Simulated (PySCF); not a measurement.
Run record: geometry optimisation, `C(C)C#[N+][GaH3-]`.

Method: PBE0-D3(BJ)/def2-SVP geometry optimisation, gas phase (PySCF 2.14.0). Start geometry: UFF. A driver script takes a list of jobs; this job's settings line and coordinates (Å) are shown.

Command:
```bash
OMP_NUM_THREADS=1 python probes_run.py task.json out
```

Input:
```
{"job": {"xc": "PBE0", "basis": "def2-SVP", "d3": "d3bj", "grid": 1, "shake": 0.03, "kind": "geom"}, "charge": 0, "multiplicity": 1}
C      2.288570    -0.725300     0.013490
C      1.302200    -0.018730     1.034600
C     -0.095160     0.160270     0.478510
N     -1.002850     0.309780     0.070030
Ga    -2.834630     0.501350    -0.637180
H      3.234950    -0.756820     0.416740
H      1.867840    -1.655840    -0.284570
H      2.340000     0.008780    -0.919630
H      1.719820     1.003980     1.385780
H      1.264300    -0.656020     1.974780
H     -3.740650     1.360130     0.463310
H     -3.480890    -0.921180    -0.814350
H     -2.832890     1.337470    -2.037890
```

Question: What does the run print?

Answer: 
```
step   0  E = -2097.77550357  max force = 0.576937
step   1  E = -2097.86717760  max force = 0.120476
step   2  E = -2097.87543519  max force = 0.035351
step   3  E = -2097.87642143  max force = 0.003766
step   4  E = -2097.87654038  max force = 0.004445
step   5  E = -2097.87656827  max force = 0.003807
step   6  E = -2097.87658101  max force = 0.001395
step   7  E = -2097.87658452  max force = 0.000366
optimisation converged
```

Energies in Eh; «max force» is the largest Cartesian gradient component in Eh/bohr.

Question: How much energy does the optimisation release, in kcal/mol?

Answer: E(step 0) − E(last step) = 0.101081 Eh, which is 63.4 kcal/mol.

Question: Give the first gradient maximum in eV/Å.

Answer: With 1 Eh/bohr = 51.422 eV/Å, 29.667 eV/Å.

Summary of the converged run: final energy -2097.87658 Eh after 7 steps; dipole 7.86 D.

Question: Where do the atoms end?

Answer: 0.098 Å rms from the input after alignment:
```
atom  x, y, z in Å
C1     2.2623   -0.6532    0.0022
C2     1.3204   -0.0116    1.0197
C3    -0.0268    0.1748    0.5053
N4    -1.0879    0.3136    0.0783
Ga5   -3.0713    0.5380   -0.6875
H6     3.2602   -0.7656    0.4475
H7     1.9033   -1.6470   -0.2991
H8     2.3550   -0.0323   -0.8997
H9     1.6887    0.9772    1.3388
H10    1.2393   -0.6253    1.9318
H11   -3.6797    1.3468    0.5254
H12   -3.4230   -0.9972   -0.8130
H13   -2.7099    1.3296   -2.0060
```

The run took 52 s on Arm Neoverse V1, one thread, no GPU, shared host, and the process peaked at 0.53 GiB of memory.
Labels such as C1 count atoms from 1, the log's own numbers from 0.
